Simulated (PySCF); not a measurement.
B(Br)2(NH2) (BBr₂H₂N), SMILES NB(Br)Br.

Geometry optimised at B3LYP-D3(BJ)/def2-SVP. The values are those of a single conformer.

Level of theory: PySCF with PBE/def2-TZVP.

Symmetry labels are those of the subgroup C2v that the program uses (full group C2v).

Computed valence orbital energies around the gap with their symmetry:
```json
[
 {"orbital": "HOMO−7", "symmetry": "B2", "energy (eV)": "-13.36"},
 {"orbital": "HOMO−6", "symmetry": "A1", "energy (eV)": "-10.64"},
 {"orbital": "HOMO−5", "symmetry": "B2", "energy (eV)": "-9.18"},
 {"orbital": "HOMO−4", "symmetry": "B1", "energy (eV)": "-8.87"},
 {"orbital": "HOMO−3", "symmetry": "A1", "energy (eV)": "-7.47"},
 {"orbital": "HOMO−2", "symmetry": "A2", "energy (eV)": "-7.17"},
 {"orbital": "HOMO−1", "symmetry": "B1", "energy (eV)": "-7.03"},
 {"orbital": "HOMO", "symmetry": "B2", "energy (eV)": "-6.83"},
 {"orbital": "LUMO", "symmetry": "B1", "energy (eV)": "-1.16"},
 {"orbital": "LUMO+1", "symmetry": "A1", "energy (eV)": "-0.24"},
 {"orbital": "LUMO+2", "symmetry": "A1", "energy (eV)": "0.11"},
 {"orbital": "LUMO+3", "symmetry": "B2", "energy (eV)": "0.58"}
]
```
